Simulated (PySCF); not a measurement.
## Correlation energy of Zn⁺ (zinc, charge +1)

[Ar] 3d10 4s1, 2S determinant. Calculation: PySCF 2.14, in aug-cc-pVTZ-PP with ECP10MDF; a scalar-relativistic core potential. Frozen: 3s2 3p6; 11 electrons correlated.

MP2 pair energies summed by pair of shells (mhartree):

| pair | energy | share (%) |
| --- | --- | --- |
| 3d-3d | -459.31 | 93.7 |
| 3d-4s | -31.14 | 6.3 |

Total MP2 correlation energy: -490.46 mhartree.

Same-spin part -178.95 and opposite-spin part -311.51 mhartree; SCS-MP2 scales them by 1/3 and 6/5 to -433.46 mhartree.
